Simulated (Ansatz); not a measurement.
Kohn–Sham single points on `[NH2][Al]([SH])[SH]`.

```yaml
crystal:
  periodic: [false, false, false]
  atoms:
    - {symbol: N, position_ang: [-0.554729, 1.413586, -0.090028]}
    - {symbol: Al, position_ang: [-0.072314, -0.276722, -0.015360]}
    - {symbol: S, position_ang: [2.015810, -0.878564, 0.205202]}
    - {symbol: S, position_ang: [-1.607170, -1.820899, -0.148275]}
    - {symbol: H, position_ang: [0.070145, 2.201068, -0.048999]}
    - {symbol: H, position_ang: [-1.506936, 1.726316, -0.187173]}
    - {symbol: H, position_ang: [2.456592, 0.390844, 0.249312]}
    - {symbol: H, position_ang: [-0.709299, -2.812830, -0.020480]}
basis:
  gaussian: {orbitals: def2-TZVPP}
hamiltonian: {xc: {name: wB97M-V}}
output: {forces: true, orbitals: {seedname: orbitals}}
```

```sh
$ ansatz run in.yaml --threads 2 --pin off --events-out ev --progress --plain --max-ram 32768MiB --backend cpu
```

Output, abridged:

```
Functional definition: wB97M-V
1245 factors; their error is unknown
266 factors; integrals over basis functions are off by at most 1.2e-5 eV
mean field evaluation 1: about -29820.3473 eV, gradient 5.4e1 eV
mean field evaluation 2: about -29820.3160 eV, gradient 5.4e1 eV
mean field evaluation 4: about -29825.9733 eV, gradient 1.7e0 eV
mean field evaluation 8: about -29825.9857 eV, gradient 9.2e-2 eV
mean field evaluation 16: about -29825.9994 eV, gradient 7.2e-5 eV
mean field -29825.99938424 eV, -1096.0852605824 hartree, gradient 7.2e-5 eV, S^2 0.000000; 0 other end points of the search recorded, 0 dependent functions left out
reference -29825.99943152 eV, -1096.0852623198 hartree; 28, 28 occupied and 185, 185 virtual orbitals, 1245 factors
Total energy: -29825.99943152 eV, -1096.0852623198 hartree
Atom 0 at    -0.554729     1.413586    -0.090028 Å, force    -0.002456     0.004113    -0.002885 eV/Å
Atom 1 at    -0.072314    -0.276722    -0.015360 Å, force     0.011760    -0.030487     0.001960 eV/Å
Atom 2 at     2.015810    -0.878564     0.205202 Å, force     0.031350     0.080448     0.003628 eV/Å
Atom 3 at    -1.607170    -1.820899    -0.148275 Å, force     0.045932    -0.065058     0.007545 eV/Å
Atom 4 at     0.070145     2.201068    -0.048999 Å, force    -0.033748     0.004912    -0.002279 eV/Å
Atom 5 at    -1.506936     1.726316    -0.187173 Å, force     0.030870     0.022654     0.003476 eV/Å
Atom 6 at     2.456592     0.390844     0.249312 Å, force    -0.032512    -0.079669    -0.003438 eV/Å
Atom 7 at    -0.709299    -2.812830    -0.020480 Å, force    -0.051195     0.063088    -0.008007 eV/Å
Dipole moment:     0.037018     0.417440     0.000188 e Å
```

Hardware: 2 threads of a server CPU on a shared host. Wall time 15 s, peak host memory 0.73 GiB.

Changing it to `hamiltonian: {xc: {name: wB97X-V}}` and no forces (abridged; 11 s):

```
Functional definition: wB97X-V
mean field evaluation 16: about -29823.3748 eV, gradient 5.5e-5 eV
mean field -29823.37475215 eV, -1095.9888071320 hartree, gradient 2.2e-5 eV, S^2 0.000000
Total energy: -29823.37475021 eV, -1095.9888070608 hartree
```

With the line `hamiltonian: {xc: {name: LC-wPBE}}` and no forces (abridged; 4.3 s):

```
Functional definition: LC-wPBE
mean field evaluation 16: about -29818.8822 eV, gradient 5.2e-5 eV
mean field -29818.88223378 eV, -1095.8237101272 hartree, gradient 5.2e-5 eV, S^2 0.000000
Total energy: -29818.88223379 eV, -1095.8237101275 hartree
```

Changing it to `hamiltonian: {xc: lda}` and no forces (abridged; 2 s):

```
Functional definition: SPW92
mean field evaluation 16: about -29712.2408 eV, gradient 3.6e-4 eV
mean field -29712.24078539 eV, -1091.9047091831 hartree, gradient 8.5e-5 eV, S^2 0.000000
Total energy: -29712.24082152 eV, -1091.9047105108 hartree
```

Changing it to `hamiltonian: {xc: {name: r2SCAN0}, dispersion: d4}` and no forces (abridged; 7.5 s):

```
Functional definition: r2SCAN0
mean field evaluation 16: about -29824.7184 eV, gradient 3.9e-5 eV
mean field -29824.71844148 eV, -1096.0381868040 hartree, gradient 3.9e-5 eV, S^2 0.000000
Total energy: -29824.77518949 eV, -1096.0402722549 hartree
```

With the line `hamiltonian: {xc: r2scan, dispersion: d4}` (abridged; 6.5 s):

```
Functional definition: r2SCAN
mean field evaluation 16: about -29825.2763 eV, gradient 2.7e-4 eV
mean field -29825.27629419 eV, -1096.0586875133 hartree, gradient 4.5e-5 eV, S^2 0.000000
Total energy: -29825.32279741 eV, -1096.0603964749 hartree
Atom 0 force     0.012900    -0.058674     0.000343 eV/Å
Atom 1 force     0.009383    -0.008663     0.001442 eV/Å
Atom 2 force     0.040108    -0.011119     0.004628 eV/Å
Atom 3 force    -0.039312    -0.019894    -0.003226 eV/Å
Atom 4 force    -0.024062     0.043968    -0.002528 eV/Å
Atom 5 force    -0.003063     0.050542    -0.000448 eV/Å
Atom 6 force     0.000527     0.005405    -0.000095 eV/Å
Atom 7 force     0.003518    -0.001565    -0.000117 eV/Å
Dipole moment:     0.041257     0.424114     0.000746 e Å
```
